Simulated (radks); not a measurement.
Task: Valence configurations of neutral silicon (all share [Ne]). Method: non-relativistic Kohn-Sham, PBE, spin-polarised, spherical densities, point nucleus; open shells are filled with parallel spins first; computed with a radial shooting solver on a logarithmic mesh with Libxc functionals. Order these by energy: 3s1.5 3p2.5; 3p4; 3s0.5 3p3.5; 3s2 3p2; 3s1 3p3.

Result: From the lowest, in eV above it: 3s2 3p2 0.000; 3s1.5 3p2.5 2.287; 3s1 3p3 4.140; 3s0.5 3p3.5 9.123; 3p4 13.656. NIST lists [Ne] 3s2 3p2 as the ground configuration; this level of theory agrees among the configurations tried. The energies are those of spherical high-spin densities, not of single terms.
